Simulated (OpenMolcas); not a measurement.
**4f ions of charge +3 along the row**

```
Program             : OpenMolcas 26.06
Method              : SS-CASPT2, IPEA 0.25 Eh, imaginary shift 0.1 Eh
Basis               : ANO-RCC-VQZP
Scalar Hamiltonian  : DKH2, point nucleus
Spin-orbit coupling : state interaction with AMFI integrals over the reference wave functions, term energies averaged over their components
```

Active space: the 4f shell; CASPT2 also correlates the outermost closed s and p core shells.

ζ = ±2S·A comes from the whole width of the ground multiplet by E(J) = (A/2) J(J+1), where its levels are at least 85 % pure. Energies in cm-1.

| Ion | Configuration | Lowest level | Weight (%) | g | g, pure LS | Next level | E | E measured | ζ | ζ measured |
| --- | --- | --- | --- | --- | --- | --- | --- | --- | --- | --- |
| Pr3+ | 4f2 | 3H4 | 97 | 0.807 | 0.800 | 3H5 | 2310 | 2152 | 858 | 798 |
| Nd3+ | 4f3 | 4I* 9/2 | 97 | 0.733 | 0.727 | 4I* 11/2 | 2040 | 1897 | 993 | 921 |
| Pm3+ | 4f4 | 5I4 | 97 | 0.605 | 0.599 | 5I5 | 1618 |  | 1105 |  |
| Sm3+ | 4f5 | 6H* 5/2 | 96 | 0.297 | 0.284 | 6H* 7/2 | 1128 |  | 1272 |  |
| Eu3+ | 4f6 | 7F0 | 92 |  |  | 7F1 | 427 |  | 1571 |  |
| Tb3+ | 4f8 | 7F6 | 96 | 1.494 | 1.501 | 7F5 | 2120 | 2052 | 1678 | 1615 |
| Dy3+ | 4f9 | 6H* 15/2 | 94 | 1.326 | 1.334 | 6H* 13/2 | 3590 |  | 1939 |  |
| Er3+ | 4f11 | 4I* 15/2 | 97 | 1.197 | 1.200 | 4I* 13/2 | 6630 | 6508 |  |  |
| Tm3+ | 4f12 | 3H6 | 99 | 1.166 | 1.167 | 3F4 [64 %] | 5610 | 5634 |  |  |

Measured columns use the levels in Martin, Zalubas and Hagan, Atomic Energy Levels: The Rare-Earth Elements, NSRDS-NBS 60 (1978) (Pr3+, Tb3+); the list in Arab et al., J. Quant. Spectrosc. Radiat. Transfer 229, 145 (2019) and Gaigalas et al. (2019), from Wyart et al. (2007) (Nd3+); the list in Tchang-Brillet, Wyart, Meftah and Ait Mammar, Atoms 6, 52 (2018) (Er3+, Tm3+).

The computed ζ goes from 858 (Pr3+) to 1939 cm-1 (Dy3+), a factor of 2.26, rising at every step. It departs from the measured column by +4 to +8 %.

Term energies are means over components that CASPT2 splits; among the low terms the widest spread is 1500 cm-1 (4f12 1I, Tm3+). The CASPT2 spread within a term exceeds the gap to the next term for 4f2 1I and 4f2 3P, so the order of their levels is uncertain (figures for Pr3+; the like holds for Nd3+, Pm3+, Er3+, Tm3+). High states are left out of the spin-orbit mixing, which shifts the levels that they would mix with (holds for Nd3+; Pm3+; Sm3+; Eu3+; Tb3+; Dy3+; Er3+). Some levels mix across a computed gap that differs much from the measured one, so their mixing is not that of the real levels (holds for Nd3+). Terms from blocks run as CI alone lack orbitals of their own (holds for Eu3+). Some high roots are left out of the spin-orbit mixing, which shifts the levels that they would mix with (holds for Tm3+). Measured partners are found by configuration, term and J. A level has none where our copy of the source lacks it or the pairing is in doubt (some pairs that miss far off the trend of their configuration count as doubtful), and it then counts in no deviation. Only configurations of the active space appear.

A share in square brackets marks a mixed level and gives the weight of the term that names it, the lowest over the columns. * marks odd parity.
